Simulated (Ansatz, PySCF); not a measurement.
Lewis adduct: ClFHIn (SMILES [F][InH][Cl]) (first 4 atoms) with NH3 (SMILES N); geometry from B3LYP-D3(BJ)/def2-TZVP, rigid monomers moved along the line of their centres of mass till In2···N5 is 2.10 Å.
(charge 0, multiplicity 1):
```xyz
8

F      0.880     1.421     1.165
In    -0.727     0.275     1.397
Cl    -2.203     1.292     2.951
H     -1.219    -0.785     0.158
N      0.395    -0.614     2.934
H      1.250    -0.066     2.887
H     -0.058    -0.431     3.825
H      0.629    -1.599     2.879
```

Interaction energies are E(AB) − E(A) − E(B) at the monomers' geometry in the complex; basis-set methods are counterpoise corrected. Rows marked so take none.

Frozen-core correlation. Filled d and f shells under p-block atoms count as core. CBS: X⁻³ extrapolation of the correlation energy, Hartree–Fock from the larger set. Rows in 3-21G carry no dispersion term and start afresh at each structure; the Pople sets are all-electron and without relativity.

The values were computed with Ansatz (a quantum-chemistry and plane-wave program); PySCF for 3-21G rows, the dispersion terms.  In def2 rows elements past Kr take small-core potentials, without spin–orbit coupling.

What interaction energy does r2SCAN-D3(BJ)/def2-TZVPPD give?

-1205 meV

Estimate the interaction energy that MP2/CBS(def2-SVPD, def2-TZVPPD) + ΔCCSD(T)/def2-SVPD returns for this input.

-1018 meV

What is the computed interaction energy (HF/3-21G (no counterpoise))?

-2083 meV
